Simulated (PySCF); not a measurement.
Radial density of Pt⁺ (platinum, charge +1)

CAM-B3LYP, [Xe] 4f14 5d8 6s1, high-spin 4F determinant (an excited configuration). Calculation: PySCF 2.14, in aug-cc-pwCVDZ-PP with ECP60MDF (6s6p5d3f, 70 functions); a scalar-relativistic core potential. This is the valence pseudo-density: the core potential removes the inner electrons and smooths the orbitals near the nucleus.

```json
{"r (bohr)": "0.125", "4πr²ρ (e/bohr)": "6.260e-05", "4πr²(ρα − ρβ)": "0.0000"}
{"r (bohr)": "0.210", "4πr²ρ (e/bohr)": "0.001060", "4πr²(ρα − ρβ)": "0.0001"}
{"r (bohr)": "0.353", "4πr²ρ (e/bohr)": "0.08043", "4πr²(ρα − ρβ)": "0.0058"}
{"r (bohr)": "0.593", "4πr²ρ (e/bohr)": "4.044", "4πr²(ρα − ρβ)": "0.2329"}
{"r (bohr)": "0.997", "4πr²ρ (e/bohr)": "15.40", "4πr²(ρα − ρβ)": "1.3051"}
{"r (bohr)": "1.68", "4πr²ρ (e/bohr)": "6.672", "4πr²(ρα − ρβ)": "1.4564"}
{"r (bohr)": "2.82", "4πr²ρ (e/bohr)": "1.212", "4πr²(ρα − ρβ)": "0.5933"}
{"r (bohr)": "4.75", "4πr²ρ (e/bohr)": "0.06188", "4πr²(ρα − ρβ)": "0.0436"}
{"r (bohr)": "7.98", "4πr²ρ (e/bohr)": "0.0002377", "4πr²(ρα − ρβ)": "0.0002"}
```

Energies and moments cover only the electrons outside the core potential. Spin-orbit coupling, absent here, splits the open shell strongly.
